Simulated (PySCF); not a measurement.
CH₇AlP₂. Atoms are numbered in the order given.

```xyz
11

Al     0.0070     0.3915     0.0000
C      0.0015     2.3460     0.0000
H      1.0388     2.7273     0.0000
H     -0.4926     2.7627     0.8933
H     -0.4926     2.7627    -0.8933
P     -0.1154    -0.7965     1.9868
H      0.8241     0.0290     2.6703
H      0.8303    -1.7910     1.6064
P     -0.1154    -0.7965    -1.9868
H      0.8303    -1.7910    -1.6064
H      0.8241     0.0290    -2.6703
```
Charge 0, spin multiplicity 1.

Geometry optimised at ωB97X-D3(BJ)/def2-SVP. One conformer was computed; it need not be the lowest.

All values below come from ωB97X/def2-TZVP (PySCF).

ESP charges are fitted to the potential on shells at 1.4 to 2.0 van der Waals radii. Atomic charges (e):

```json
[
 {"atom": "Al1", "meta-Löwdin": "0.68", "Mulliken": "0.46", "ESP fit": "0.68"},
 {"atom": "C2", "meta-Löwdin": "-0.65", "Mulliken": "-0.58", "ESP fit": "-0.56"},
 {"atom": "H3", "meta-Löwdin": "0.13", "Mulliken": "0.13", "ESP fit": "0.09"},
 {"atom": "H4", "meta-Löwdin": "0.13", "Mulliken": "0.14", "ESP fit": "0.13"},
 {"atom": "H5", "meta-Löwdin": "0.13", "Mulliken": "0.14", "ESP fit": "0.13"},
 {"atom": "P6", "meta-Löwdin": "-0.24", "Mulliken": "-0.28", "ESP fit": "-0.35"},
 {"atom": "H7", "meta-Löwdin": "0.02", "Mulliken": "0.07", "ESP fit": "0.06"},
 {"atom": "H8", "meta-Löwdin": "0.02", "Mulliken": "0.07", "ESP fit": "0.06"},
 {"atom": "P9", "meta-Löwdin": "-0.24", "Mulliken": "-0.28", "ESP fit": "-0.35"},
 {"atom": "H10", "meta-Löwdin": "0.02", "Mulliken": "0.07", "ESP fit": "0.06"},
 {"atom": "H11", "meta-Löwdin": "0.02", "Mulliken": "0.07", "ESP fit": "0.06"}
]
```
